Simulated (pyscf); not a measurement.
PySCF, gas phase, ωB97X-D3(BJ)/def2-SVP geometries.

Q: Estimate the classical barrier height and the reaction energy of `[O]=[Os](=[O])(=[O])=[O]` + `[OH][SiH3]` → `[O]=[Os](=[O])(=[O])([OH])[O][SiH3]` at ωB97M-D3(BJ)/def2-TZVP. The step runs on the singlet surface, breaks H–O and forms O–Os, H–O; take the separated reactants as zero.

A: ΔE‡ = 26.8 kcal/mol, ΔE = +15.6 kcal/mol. Zero-point energy shifts the barrier by -0.9 kcal/mol. It is an addition across a multiple bond or ene-type step, with an imaginary mode of 1187i cm⁻¹. On the reactant side the descent ends in a complex, 6.1 kcal/mol under the separated species and 30.1 kcal/mol under the saddle at ωB97X-D3(BJ)/def2-TZVP. On the product side the descent ends in a point that may be a rotor saddle (no frequency run), 1.5 kcal/mol over the lowest minimum found and 10.5 kcal/mol under the saddle at ωB97X-D3(BJ)/def2-TZVP. At ωB97X-D3(BJ)/def2-TZVP the barrier from the zero used here is 24.0 kcal/mol. This is the saddle that the search found; another between the same sides may lie lower. Elements past Kr carry the def2 core potentials, without spin-orbit coupling.
